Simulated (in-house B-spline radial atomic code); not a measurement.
# B97-1 excitations of B II (B+)

Method: B97-1. Computed with a B-spline radial code for spherical atoms: linear response of the closed shell [He] 2s2 with the functional's adiabatic kernel; scalar-relativistic (spin-free one-electron X2C), finite nucleus, no spin-orbit coupling, no double excitations, S, P, D and F terms only.

Command:
```bash
python run_td.py task.json out
```
Settings (radii: box in bohr, nucleus in fm):
```
Z                        5
electrons                4
configuration            [He] 2s2
hamiltonian              x2c
method                   b97_1
box_radius               41.61
rms_radius               2.406
intervals                77
```

Cost of the run: 0.4 s on 1 thread of Arm Neoverse N1, on a shared host.

The lowest states, in the order of their Tamm-Dancoff energies; the method's threshold (minus the highest occupied level) is 20.557 eV. Labels give the largest channel, * marks a mixed state, and oscillator strengths are full-response dipole values. Measured ¹D terms are left out, since they can mix with doubly excited terms. Semilocal kernels can invert the small singlet-triplet splittings of Rydberg terms. Energies in eV:

```csv
state,full response,Tamm-Dancoff,oscillator strength,measured (J-weighted term)
2s → 2p 3P,?,?,-,?
2s → 2p 1P,8.579,9.091,0.997,9.100
2s → 3s 3S,14.976,14.994,-,16.090
2s → 3s 1S,15.758,15.774,-,-
2s → 3p 3P,16.280,16.300,-,17.853
2s → 3p 1P,16.681,16.700,0.0729,17.866
2s → 3d 3D,17.305,17.319,-,18.678
2s → 3d 1D,17.502,17.504,-,-
2s → 4s 3S,?,?,-,-
2s → 4s 1S,18.474,18.478,-,-
2s → 4p 3P,18.720,18.723,-,-
2s → 4p 1P,18.760,18.763,0.0225,-
```

(1) Where does 2s → 4s 3S lie?

(2) Where does 2s → 2p 3P lie?

(3) How large is the singlet-triplet splitting of 2s → 2p (P terms) in Tamm-Dancoff?

(4) What polarisabilities and dispersion coefficient does the method give?

Results:

(1) At 18.349 eV in full response, 18.352 eV in Tamm-Dancoff.

(2) At 3.957 eV in full response, 4.397 eV in Tamm-Dancoff; measured 4.631 eV.

(3) 4.69 eV, from the unrounded values.

(4) Dipole 10.75 bohr³, quadrupole 28.57 bohr⁵, C6 29.22 hartree·bohr⁶ for two such species.
